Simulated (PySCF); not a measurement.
Al(F)(I)(OH) (AlFHIO), SMILES [OH][Al]([F])[I]. The structure is a stationary point at B3LYP-D3(BJ)/def2-SVP. The def2 effective core potentials stand for the cores of I; spin–orbit coupling is left out. One conformer was computed; it need not be the lowest.

Computed with B3LYP-D3(BJ)/def2-SVP (PySCF 2.14.0).

Harmonic wavenumbers (cm⁻¹): 152, 195, 236, 345, 352, 557, 821, 958, 3915. Rotational constants (GHz): 6.601, 1.347, 1.119; symmetry number 1.

Task: Work out the zero-point energy and the ideal-gas rigid-rotor harmonic-oscillator thermochemistry at 298.15 K and 1 atm.

Result: ZPE = ½ Σ hcν = ½ × 7531 cm⁻¹ = 45.05 kJ/mol. H − E(el) = 62.16 kJ/mol. Entropy in J/(mol K): translation 174.18, rotation 116.61, vibration 41.14, total 331.93. G − E(el) = -36.81 kJ/mol. Cp = 78.68 J/(mol K).
